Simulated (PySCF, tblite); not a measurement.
Species: C7H9ClSi.
Geometry (GFN2-xTB, Å), atoms numbered from 1 in this order:
```
atom  x, y, z in Å
C1    -1.1975    1.1455   -1.2054
C2    -1.1102   -0.3247   -0.8255
Si3   -2.6283   -1.1491    0.0534
C4    -1.2083   -1.1662    1.2907
C5    -0.3338   -0.5706    0.4558
C6     1.0048   -0.2120    0.6452
C7     2.1612    0.0983    0.7974
C8     3.5347    0.4956    0.9257
Cl9    4.0677    1.4143   -0.5394
H10   -0.2068    1.5493   -1.4141
H11   -1.6347    1.7231   -0.3928
H12   -1.8154    1.2750   -2.0920
H13   -0.6776   -0.8808   -1.6611
H14   -3.7516   -0.2548    0.3249
H15   -3.0739   -2.4299   -0.4920
H16   -1.0101   -1.4949    2.2987
H17    3.6783    1.1600    1.7799
H18    4.1926   -0.3717    1.0057
```

Jobs on this species (18 atoms, 82 electrons) with PySCF (density fitting) and tblite. Hardware of each: Arm Neoverse N1, one thread, shared host. Other jobs ran on the host; a repeat could differ by tens of per cent or more.

```
level and settings                                                             work  basis functions  SCF cycles  wall time
     PBE0/pcSseg-1  shieldings, ring-centre shieldings, charges and field gradients              212           ?          ?
          GFN2-xTB                                                L-BFGS relaxation                –           –      1.1 s
          GFN2-xTB                                    Hessian by finite differences                –           –      1.5 s
```

Fill in the missing figures.

- PBE0/pcSseg-1; shieldings, ring-centre shieldings, charges and field gradients: 77 s, 15 SCF cycles

What do all jobs in the table cost together?

About 80 s; the longest takes about 97 % of that, and about 70 times as long as the shortest.
